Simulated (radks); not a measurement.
Species: Cu24+. Configuration: [He] 2s2 2p1 (the NIST ground configuration). All-electron calculation, Dirac Kohn-Sham, exchange-only PBE, spin-unpolarised, spherical densities, finite nucleus; open shells fill j = l - 1/2 first; Fermi nuclear charge, rms radius 3.8823 fm. Program: a radial shooting solver on a logarithmic mesh with Libxc functionals.

Normalised radial functions P(r) = r R(r) (large component), r in bohr:

| r | 2s1/2 |
|---|---|
| 0.003701 | 0.3643 |
| 0.00414 | 0.4011 |
| 0.004593 | 0.4379 |
| 0.005138 | 0.4805 |
| 0.005701 | 0.5229 |
| 0.006377 | 0.5713 |
| 0.007075 | 0.6190 |
| 0.007914 | 0.6728 |
| 0.008852 | 0.7289 |
| 0.009822 | 0.7826 |
| 0.01099 | 0.8413 |
| 0.01219 | 0.8959 |
| 0.01363 | 0.9536 |
| 0.01513 | 1.0048 |
| 0.01692 | 1.0556 |
| 0.01893 | 1.0995 |
| 0.021 | 1.1319 |
| 0.02349 | 1.1546 |
| 0.02607 | 1.1615 |
| 0.02916 | 1.1500 |
| 0.03235 | 1.1181 |
| 0.03618 | 1.0571 |
| 0.04047 | 0.9644 |
| 0.04491 | 0.8467 |
| 0.05023 | 0.6832 |
| 0.05574 | 0.4960 |
| 0.06234 | 0.2563 |
| 0.06917 | 0.0006 |
| 0.07737 | -0.3055 |
| 0.08654 | -0.6351 |
| 0.09603 | -0.9516 |
| 0.1074 | -1.2894 |
| 0.1192 | -1.5846 |
| 0.1333 | -1.8641 |
| 0.1479 | -2.0707 |
| 0.1654 | -2.2189 |
| 0.1851 | -2.2769 |
| 0.2053 | -2.2443 |
| 0.2297 | -2.1181 |
| 0.2548 | -1.9267 |
| 0.285 | -1.6603 |
| 0.3163 | -1.3802 |
| 0.3538 | -1.0713 |
| 0.3957 | -0.7818 |
| 0.4391 | -0.5491 |
| 0.4911 | -0.3490 |
| 0.5449 | -0.2127 |
| 0.6095 | -0.1142 |
| 0.6763 | -0.0585 |
| 0.7564 | -0.0255 |
| 0.8461 | -0.0098 |
| 0.9388 | -0.0036 |
| 1.05 | -0.0010 |
| 1.165 | -0.0003 |
| 1.303 | -0.0001 |
| 1.446 | 0.0000 |
| 1.617 | 0.0000 |

2s1/2: eigenvalue -2319.1 eV, 1 radial node at r = 0.0692 bohr, <r> = 0.217 bohr, 90 % of the charge inside 0.333 bohr.
